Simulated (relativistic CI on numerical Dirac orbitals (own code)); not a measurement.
# Mo+ (4d5) in a crystal field

Calculated by Dirac-Coulomb-Breit CI, orbitals from a KLI potential per configuration, a model potential for QED, valence Slater integrals scaled by 0.7, one configuration in a parametric crystal field (own radial code).

Field parameters in Wybourne normalisation: Oh B⁴₀ = 21Dq, B⁴₄ = √(5/14) B⁴₀. The field is a parameter set, without covalency.

S is read from ⟨S²⟩ = S(S + 1).

Site symmetry Oh; labels are those of the double group. Computed levels in cm⁻¹ above the lowest, in rising order:

| Δ (size of 10Dq) | Lowest | No. 2 | No. 3 | No. 4 | No. 5 | No. 6 | No. 7 | No. 8 |
| --- | --- | --- | --- | --- | --- | --- | --- | --- |
| 3450 | Γ7 | 0 Γ8 | 11633 Γ7 | 11742 Γ8 | 11823 Γ8 | 11925 Γ6 | 13251 Γ7 | 13386 Γ8 |
| 6200 | Γ7 | 0 Γ8 | 8870 Γ7 | 9143 Γ8 | 9294 Γ8 | 9411 Γ6 | 11031 Γ7 | 11427 Γ8 |
| 8950 | Γ7 | 1 Γ8 | 5117 Γ7 | 6019 Γ8 | 6680 Γ8 | 6811 Γ6 | 7125 Γ8 | 7144 Γ7 |
| 11700 | Γ7 | 76 Γ8 | 380 Γ7 | 1288 Γ8 | 4155 Γ8 | 4273 Γ8 | 4282 Γ6 | 4367 Γ7 |
| 14450 | Γ7 | 965 Γ8 | 4810 Γ8 | 4832 Γ7 | 6435 Γ8 | 6540 Γ6 | 6671 Γ8 | 6749 Γ7 |
| 17200 | Γ7 | 945 Γ8 | 8596 Γ8 | 8671 Γ7 | 9042 Γ8 | 9148 Γ6 | 10773 Γ8 | 10786 Γ7 |
| 19950 | Γ7 | 931 Γ8 | 11389 Γ8 | 11462 Γ7 | 11681 Γ8 | 11791 Γ6 | 15146 Γ6 | 15162 Γ8 |
| 22750 | Γ7 | 919 Γ8 | 14138 Γ8 | 14204 Γ7 | 14391 Γ8 | 14505 Γ6 | 17885 Γ6 | 17903 Γ8 |
| 25500 | Γ7 | 909 Γ8 | 16830 Γ8 | 16891 Γ7 | 17068 Γ8 | 17184 Γ6 | 20583 Γ6 | 20601 Γ8 |
| 28250 | Γ7 | 901 Γ8 | 19525 Γ8 | 19583 Γ7 | 19757 Γ8 | 19875 Γ6 | 23287 Γ6 | 23305 Γ8 |
| 31000 | Γ7 | 894 Γ8 | 22226 Γ8 | 22281 Γ7 | 22454 Γ8 | 22573 Γ6 | 25996 Γ6 | 26014 Γ8 |
| 33750 | Γ7 | 887 Γ8 | 24932 Γ8 | 24985 Γ7 | 25158 Γ8 | 25279 Γ6 | 28710 Γ6 | 28728 Γ8 |

Ground-state S against |10Dq| in cm⁻¹: 3450: 2.50, 6200: 2.49, 8950: 2.49, 11700: 2.14, 14450: 0.53, 17200: 0.52, 19950: 0.51, 22750: 0.51, 25500: 0.50, 28250: 0.50, 31000: 0.50, 33750: 0.50.

The spin changes between |10Dq| = 11700 and 14450 cm⁻¹.
